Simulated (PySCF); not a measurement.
# Structure from NMR data

Molecular formula: C$_{4}$H$_{6}$F$_{3}$PSi. Simulated spectra:

1H NMR (500 MHz, computed): δ 4.78 (m, 1H), 1.52 (m, 2H), 0.48 (m, 3H).

13C{1H} NMR (computed): δ 122.9 (C), 101.2 (C), 101.0 (C), -2.4 (CH3).

- shielding tensors at PBE0/pcSseg-1 (GIAO)
- coordinates at the GFN2-xTB level
- run in PySCF 2.14
- non-relativistic Hamiltonian, averaged over atoms made equivalent by symmetry, fast rotation or ring inversion, single conformer, no solvent model

References, each an isolated molecule treated in the same way: 1H and 13C against TMS.

What is the structure?

## Answers


- 4 carbon signals for 4 carbons: no two carbons are equivalent.
- Carbon types of the structure: 3 × C, 1 × CH3, leaving 3 H on heteroatoms.
- δC 122.9: CF3 carbon; 3 electronegative neighbours deshield it.
- δC 101.2, 101.0: alkyne carbon; the triple bond shields along its axis, which puts it between sp3 and sp2 carbons.
- δC -2.4: methyl carbon bonded to Si; an electropositive neighbour leaves it electron-rich and shielded.
- δH 4.78: hydrogen on a silicon bonded to 2 C, P.
- δH 1.52: hydrogen on a phosphorus bonded to Si.
- δH 0.48: hydrogen on a methyl carbon bonded to Si; an electropositive neighbour shields it, as in TMS itself.

The compound is SMILES C(#C[Si@@H](C)P)C(F)(F)F.

The shifts were computed for this structure.

Splittings by 19F and 31P in the carbon and heteronuclear signals aren't shown, as no couplings were computed. Shifts are as computed. Against solution values, carbons near 30 ppm lie about +3 ppm off and those near 130 ppm about +5 ppm. Of 1211 compounds with measured shifts, 218 miss one by over three times the rms of a fit or turn the order of signals round; such compounds aren't used in these exercises. No couplings were computed; multiplicities are counted from neighbouring protons, with m where these are inequivalent, close in shift, in a saturated or five-membered ring or joined by F or P, and br s for small geminal =CH2 splittings.
